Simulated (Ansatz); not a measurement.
CF$_{3}$HfNO (`O=C=[N][Hf]([F])([F])[F]`), 7 atoms. The species carries charge 0 and has multiplicity 1. Correlated methods include outer-core shells of Hf, which these sets cover unevenly. Hf takes the def2 core potential. All runs use 4 threads of an AMD EPYC on a shared host. Correlated methods freeze the cores.

Task: Give the basis size and wall time and peak host memory of each of these runs in Ansatz. RHF-CCSD(T)/def2-SVP energy; RKS ωB97M-V/def2-SVP energy; RKS SPW92 (LDA)/def2-TZVPP energy; RKS ωB97X-V/def2-TZVPP energy; RKS PBE0-D4/def2-SVP energy; direct RPA on PBE orbitals/def2-TZVPP energy; RKS r2SCANh-D4/def2-TZVPP energy; RKS r2SCAN0-D4/def2-TZVPP energy; RHF-CCSD(T)/def2-TZVPP energy; RHF-MP2/def2-QZVPP energy; RKS ωB97M-V/def2-QZVPP energy; RKS PBE0-D4/def2-QZVPP energy. (An estimate is asked.)

Result: Ansatz gave: Other jobs shared the machine, so times are rough.

| level | job | functions | wall time | peak host memory (GiB) |
| --- | --- | --- | --- | --- |
| RKS PBE0-D4/def2-SVP | energy | 116 | 2.8 s | 0.44 |
| RKS SPW92 (LDA)/def2-TZVPP | energy | 242 | 3.1 s | 0.3 |
| RKS ωB97M-V/def2-SVP | energy | 116 | 9 s | 0.44 |
| RKS r2SCAN0-D4/def2-TZVPP | energy | 242 | 10 s | 0.64 |
| RKS r2SCANh-D4/def2-TZVPP | energy | 242 | 12 s | 0.63 |
| direct RPA on PBE orbitals/def2-TZVPP | energy | 242 | 16 s | 0.66 |
| RKS ωB97X-V/def2-TZVPP | energy | 242 | 17 s | 0.76 |
| RKS PBE0-D4/def2-QZVPP | energy | 423 | 18 s | 1.4 |
| RHF-MP2/def2-QZVPP | energy | 423 | 34 s | 2 |
| RKS ωB97M-V/def2-QZVPP | energy | 423 | 35 s | 1.7 |
| RHF-CCSD(T)/def2-SVP | energy | 116 | 38 s | 0.8 |
| RHF-CCSD(T)/def2-TZVPP | energy | 242 | 12 min | 6.1 |
